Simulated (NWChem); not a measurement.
Everything below was run with NWChem. System: ClTl, charge 0, spin multiplicity 1, at a geometry optimised with B3LYP/def2-SVP with def2 effective core potentials on Tl. The structure started from a generated list of species. Level: MP2/def2-TZVP with def2 effective core potentials on Tl, 9 core orbitals frozen.

Input file:

```
start mol
memory heap 200 mb stack 900 mb global 1100 mb
geometry units angstroms nocenter noautoz
  Tl     0.000000     0.000000    -0.440461
  Cl     0.000000     0.000000     2.098665
  symmetry group C2v
end
basis spherical
  * library def2-tzvp
end
ecp
  Tl library def2-ecp
end
scf
  rhf
  nopen 0
  maxiter 100
  thresh 1e-7
  semidirect memsize 60000000 filesize 0
end
mp2
  freeze core 9
end
task mp2 energy
```

Output (cleaned and shortened):

```
             Northwest Computational Chemistry Package (NWChem) 7.3.0
             --------------------------------------------------------

                                NWChem Input Module
                                -------------------

 Scaling coordinates for geometry "geometry" by  1.889725989
 (inverse scale =  0.529177249)

 Turning off AUTOSYM since
 SYMMETRY directive was detected!

                             Geometry "geometry" -> ""
                             -------------------------

 Output coordinates in angstroms (scale by  1.889725989 to convert to a.u.)

  No.       Tag          Charge          X              Y              Z
 ---- ---------------- ---------- -------------- -------------- --------------
    1 Tl                  81.0000     0.00000000     0.00000000    -0.44046100
    2 Cl                  17.0000     0.00000000     0.00000000     2.09866500

 Effective nuclear repulsion energy (a.u.)     286.9794850167

            Nuclear Dipole moment (a.u.)
            ----------------------------
        X                 Y               Z
 ---------------- ---------------- ----------------
     0.0000000000     0.0000000000    -0.0000680301

      Symmetry information
      --------------------

 Group name             C2v
 Group number             16
 Group order               4
 No. of unique centers     2

      Symmetry unique atoms

     1    2


 Summary of "ao basis" -> "" (spherical)
 ------------------------------------------------------------------------------
       Tag                 Description            Shells   Functions and Types
 ---------------- ------------------------------  ------  ---------------------
 *                         def2-tzvp                  on all atoms

 Summary of "ao basis" -> "ao basis" (spherical)
 ------------------------------------------------------------------------------
       Tag                 Description            Shells   Functions and Types
 ---------------- ------------------------------  ------  ---------------------
 Tl                        def2-tzvp                16       50   6s5p3d2f
[...]
     1   1 0 0      0.000000      0.000000      0.000000
     1   0 1 0     -0.000000      0.000000      0.000000
     1   0 0 1     -2.003653      0.000000     49.940968

     2   2 0 0    -27.223094      0.000000      0.000000
     2   1 1 0      0.000000      0.000000      0.000000
     2   1 0 1      0.000000      0.000000      0.000000
     2   0 2 0    -27.223094      0.000000      0.000000
     2   0 1 1     -0.000000      0.000000      0.000000
     2   0 0 2    -36.965471      0.000000    281.931367

                   NWChem MP2 Semi-direct Energy/Gradient Module
                   ---------------------------------------------

  Basis functions       =     87
  Molecular orbitals    =     87
  Frozen core           =      9
  Frozen virtuals       =      0
  Active alpha occupied =     10
  Active beta occupied  =     10
  Active alpha virtual  =     68
  Active beta virtual   =     68
  Use MO symmetry       = T
  Use skeleton AO sym   = T

  AO/Fock/Back tols     =   1.0D-09  1.0D-09  1.0D-09

 GA uses MA = F    GA memory limited = T

 Available:
  local mem=  1.26D+08
 global mem=  1.44D+08
 local disk=  0.00D+00
  mp2_memr nvloc                    68
  nvloc new                    68
   1 passes of  10:        4194304                      49427                   8747758.
   1 passes of  10: M    126138029           G      144164062           F     121943725.

 Semi-direct pass number   1 of   1  for RHF alpha+beta  at        2.3s
  vrange nnbf                  3778
  mp2_eaftype                    33  avail_ma_in_mb                  1099
 EAF : mp2_eaftype filesize          33    4373879.
  mp2_eaf for mointskh                     33
Node 0 wrote     20.6 Mb in      0.0 s     Agg I/O rate:   555.9 Mb/s
 Done moints_semi at        6.7s
  mp2_eaftype                    33  avail_ma_in_mb                  1066
 EAF : mp2_eaftype filesize          33    4373879.
  mp2_eaf for kh                    33
 Done maket at        6.9s
 Done multipass loop at        6.9s

          -------------------------------------------
          SCF energy                -631.108266636661
          Correlation energy          -0.547617879203
          Singlet pairs               -0.284398328512
          Triplet pairs               -0.263219550691
          Total MP2 energy          -631.655884515864
          -------------------------------------------

          ---------------------------------------------------
                    Spin Component Scaled (SCS) MP2
          Same spin pairs                     -0.175479700460
          Same spin scaling factor             0.333333333333
          Opposite spin pairs                 -0.372138178742
          Opposite spin scaling fact.          1.200000000000
          SCS-MP2 correlation energy          -0.505059047978
          Total SCS-MP2 energy              -631.613325684639
          ---------------------------------------------------

 -----------------------
 Performance information
 -----------------------

 Timer overhead =  1.37D-07 seconds/call

               Nr. of calls         CPU time (s)                 Wall time (s)                GFlops
             ---------------    -------------------     ------------------------------   -------------------
Name         Min   Avg   Max    Min     Avg     Max     Min     Avg     Max   Mx/calls   Min     Max     Sum
mp2: moin     1     1     1    4.4     4.4     4.4      4.4     4.4     4.4     4.4      0.0     0.0     0.0
mp2: make     1     1     1   0.18    0.18    0.18     0.18    0.18    0.18    0.18      0.0     0.0     0.0
mp2: tota     1     1     1    4.7     4.7     4.7      4.7     4.7     4.7     4.7      0.0     0.0     0.0

 The average no. of pstat calls per process was 3.00D+00
 with a timing overhead of 4.10D-07s

 Task  times  cpu:        6.9s     wall:        6.9s

 Total times  cpu:        6.9s     wall:        6.9s
```
